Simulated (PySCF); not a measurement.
Deuteron quadrupole couplings in `C=C(C)C=C1C=C1`

C7H8.
Atom-mapped SMILES: `[CH2:1]=[C:2]([CH3:3])[CH:4]=[C:5]1[CH:6]=[CH:7]1` (hydrogens: H8, H9 on C1; H10, H11, H12 on C3; H13 on C4; H14 on C6; H15 on C7)

Geometry (GFN2-xTB, Å), atoms numbered from 1 in this order:
```xyz
15
C7H8 angstrom
C     -1.8158   -1.4621   -0.5385
C     -0.8391   -0.7195   -0.0197
C     -0.4822   -0.7902    1.4361
C     -0.0735    0.1992   -0.8471
C      0.9053    0.9659   -0.4021
C      1.9407    1.9612   -0.5978
C      1.7842    1.4842    0.6278
H     -2.0716   -1.4106   -1.5833
H     -2.3919   -2.1456    0.0610
H     -0.6044    0.1872    1.9008
H      0.5573   -1.0933    1.5539
H     -1.1155   -1.5053    1.9545
H     -0.3399    0.2432   -1.8949
H      2.4551    2.6122   -1.2624
H      2.0866    1.4816    1.6474
```

Level: PBE0/pcSseg-1 (PySCF, non-relativistic); Q(2H) = 0.00286 b; rigid geometry, the same for H and D, with no vibrational averaging.

Problem. Rank these positions by the coupling χzz of a deuteron there, largest first.
A. H9 (vinylic hydrogen)
B. H14 (vinylic hydrogen)
C. H13 (vinylic hydrogen)
D. H12 (methyl hydrogen)

Solution. B (244 kHz), A (230 kHz), C (220 kHz), D (213 kHz).

Problem. Give the electric field gradient Vzz (the principal value of largest size), its asymmetry and the 2H coupling at each hydrogen.

Solution. 
```tsv
atom	bonded to	bond length (Å)	Vzz (au)	η	χzz (kHz)
H8	C1	1.077	0.3408	0.08	229
H9	C1	1.076	0.3418	0.08	230
H10	C3	1.089	0.3130	0.01	210
H11	C3	1.089	0.3130	0.01	210
H12	C3	1.087	0.3163	0.03	213
H13	C4	1.082	0.3278	0.11	220
H14	C6	1.063	0.3639	0.02	244
H15	C7	1.064	0.3627	0.02	244
```

Problem. How does χzz go with the bond length over the 8 C–H bonds?

Solution. A straight-line fit has a slope of -13.3 kHz for each 0.01 Å, with a correlation coefficient of -1.00, over lengths from 1.063 to 1.089 Å. The longer bonds have the smaller couplings here.

The structure is a single GFN2-xTB conformer in the gas phase; no vibrational or solvent corrections. GFN2-xTB bond lengths can be off by several hundredths of an ångström, more for odd bonds, and the gradients follow them. A larger basis could move these couplings by a tenth or more.
